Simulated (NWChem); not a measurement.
System: C4H4ClF; SMILES C(/C(Cl)=C)=C/F

Input file for NWChem:

```
start job
memory heap 200 mb stack 900 mb global 1100 mb
geometry units angstroms
  C     -2.169379     0.422374     0.697694
  C     -0.908898     0.233018     0.311526
  Cl    -0.434925    -1.303420    -0.336031
  C      0.102730     1.267636     0.408419
  C      1.386747     1.222956     0.065861
  F      2.005999     0.163653    -0.455129
  H     -2.907663    -0.354132     0.619635
  H     -2.485793     1.367258     1.102292
  H     -0.250457     2.202123     0.818817
  H      2.063548     2.058427     0.179815
end
basis spherical
  * library def2-svp
end
dft
  xc pbe0
  iterations 150
end
driver
  maxiter 120
end
task dft optimize
task dft freq
```

The level has its own optimisation; frequencies are unscaled. Brackets give each atom's bonded neighbours.

Problem. Give the results of this calculation. (PBE0/def2-SVP.) Quantities: r C–C [C(CCCl)–C(CHH)] (Å); r C–H [C(CHH)–H(C)] (Å); r C–Cl (Å); r C–C [C(CCCl)–C(CCH)] (Å); highest harmonic frequency (cm⁻¹); lowest (cm⁻¹); zero-point energy (kcal/mol); dipole (D).

Solution. 
* **r C–C [C(CCCl)–C(CHH)] (Å)**: 1.342
* **r C–H [C(CHH)–H(C)] (Å)**: 1.091
* **r C–Cl (Å)**: 1.739
* **r C–C [C(CCCl)–C(CCH)] (Å)**: 1.456
* **highest harmonic frequency (cm⁻¹)**: 3300
* **lowest (cm⁻¹)**: 61
* **zero-point energy (kcal/mol)**: 43.5
* **dipole (D)**: 2.40
